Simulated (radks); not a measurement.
Ionisation ladder of osmium, from Os LXVII to Os LXXVI. Each ion is in the ground configuration listed by NIST, and IE = E(next ion) - E(this ion), with E = 0 for the bare nucleus. Calculated with a radial shooting solver on a logarithmic mesh with Libxc functionals: scalar-relativistic Kohn-Sham, PBE, spin-unpolarised, spherical densities, point nucleus.

[
 {"species": "Os LXVII", "configuration": "[Ne]", "IE, Delta-SCF (eV)": "17032.4", "-e(HOMO) (eV)": "16862.3", "HOMO": "2p", "<r> HOMO (bohr)": "0.0660", "IE, NIST (eV)": "16560", "kind": "theory", "error (eV)": "+472.4"},
 {"species": "Os LXVIII", "configuration": "[He] 2s2 2p5", "IE, Delta-SCF (eV)": "17390.0", "-e(HOMO) (eV)": "17218.4", "HOMO": "2p", "<r> HOMO (bohr)": "0.0656", "IE, NIST (eV)": "16900", "kind": "theory", "error (eV)": "+490.0"},
 {"species": "Os LXIX", "configuration": "[He] 2s2 2p4", "IE, Delta-SCF (eV)": "17749.3", "-e(HOMO) (eV)": "17576.5", "HOMO": "2p", "<r> HOMO (bohr)": "0.0652", "IE, NIST (eV)": "17270", "kind": "theory", "error (eV)": "+479.3"},
 {"species": "Os LXX", "configuration": "[He] 2s2 2p3", "IE, Delta-SCF (eV)": "18110.0", "-e(HOMO) (eV)": "17936.1", "HOMO": "2p", "<r> HOMO (bohr)": "0.0648", "IE, NIST (eV)": "17620", "kind": "theory", "error (eV)": "+490.0"},
 {"species": "Os LXXI", "configuration": "[He] 2s2 2p2", "IE, Delta-SCF (eV)": "18471.4", "-e(HOMO) (eV)": "18296.8", "HOMO": "2p", "<r> HOMO (bohr)": "0.0644", "IE, NIST (eV)": "19600", "kind": "theory", "error (eV)": "-1128.6"},
 {"species": "Os LXXII", "configuration": "[He] 2s2 2p1", "IE, Delta-SCF (eV)": "18832.4", "-e(HOMO) (eV)": "18657.7", "HOMO": "2p", "<r> HOMO (bohr)": "0.0641", "IE, NIST (eV)": "20030", "kind": "theory", "error (eV)": "-1197.6"},
 {"species": "Os LXXIII", "configuration": "[He] 2s2", "IE, Delta-SCF (eV)": "20650", "-e(HOMO) (eV)": "20498", "HOMO": "2s", "<r> HOMO (bohr)": "0.0718", "IE, NIST (eV)": "20570", "kind": "theory", "error (eV)": "+80.1"},
 {"species": "Os LXXIV", "configuration": "[He] 2s1", "IE, Delta-SCF (eV)": "20956", "-e(HOMO) (eV)": "20808", "HOMO": "2s", "<r> HOMO (bohr)": "0.0716", "IE, NIST (eV)": "20920.6", "kind": "theory", "error (eV)": "+35.0"},
 {"species": "Os LXXV", "configuration": "[He]", "IE, Delta-SCF (eV)": "84435", "-e(HOMO) (eV)": "83778", "HOMO": "1s", "<r> HOMO (bohr)": "0.0176", "IE, NIST (eV)": "83976.2", "kind": "theory", "error (eV)": "+458.5"},
 {"species": "Os LXXVI", "configuration": "1s1", "IE, Delta-SCF (eV)": "85661", "-e(HOMO) (eV)": "85081", "HOMO": "1s", "<r> HOMO (bohr)": "0.0176", "IE, NIST (eV)": "85614.4", "kind": "theory", "error (eV)": "+46.6"}
]

Reference values: NIST Atomic Spectra Database (exp. = measured, semi-emp. = semi-empirical, theory = theoretical value adopted there). The ionisation energy per charge of the ion left behind rises most, in proportion, at Os LXXV ([He]), from 283.18 to 1125.8 eV. Spin polarisation and multiplet splitting are left out, so open shells lie too high by an amount that depends on their filling. Spin-orbit splitting is averaged out at the scalar-relativistic level. Nuclear size, the Breit interaction and QED, all absent here, shift the 1s and 2s values of heavy ions.

Beside tabulated values, note that spin-unpolarised runs miss the spin-polarisation part of the exchange energy of open shells.
